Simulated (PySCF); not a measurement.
C₄H₄N, SMILES C1C=C[N]C=1, multiplicity 2. Atoms are numbered in the order given.

```xyz
9

C      0.0000     0.6832     0.9860
C      0.0000     1.0633    -0.4272
N      0.0000     0.0000    -1.2488
C      0.0000    -1.0633    -0.4272
C      0.0000    -0.6832     0.9860
H      0.0000     1.3598     1.8411
H      0.0000     2.0838    -0.8238
H      0.0000    -2.0838    -0.8238
H      0.0000    -1.3598     1.8411
```
Charge 0, spin multiplicity 2.

The structure is a stationary point at r2SCAN-D4/def2-SVP. The isomer is the one that the SMILES or the coordinates give; other isomers of the formula were not compared.

The numbers are results of M06-2X/def2-TZVP in PySCF, not measurements.

Atomic charges (e):

```csv
atom,Löwdin,Mulliken,meta-Löwdin,Mulliken spin
C1,-0.17,-0.17,-0.17,0.08
C2,-0.14,0.00,0.07,0.51
N3,0.06,-0.29,-0.33,-0.14
C4,-0.14,0.00,0.07,0.51
C5,-0.17,-0.17,-0.17,0.08
H6,0.14,0.15,0.13,0.00
H7,0.14,0.16,0.13,-0.02
H8,0.14,0.16,0.13,-0.02
H9,0.14,0.15,0.13,0.00
```

Problem. Give the Mayer and Wiberg (Löwdin basis) orders of the bonds. (An estimate is asked for; the answer gives what the named calculation found.)

Solution. 
| bond | Mayer | Wiberg |
|---|---|---|
| C1–C2 | 1.16 | 1.35 |
| C2–N3 | 1.45 | 1.78 |
| N3–C4 | 1.45 | 1.78 |
| C1–C5 | 1.71 | 1.83 |
| C4–C5 | 1.16 | 1.35 |
| C1–H6 | 0.94 | 0.86 |
| C2–H7 | 0.96 | 0.88 |
| C4–H8 | 0.96 | 0.88 |
| C5–H9 | 0.94 | 0.86 |
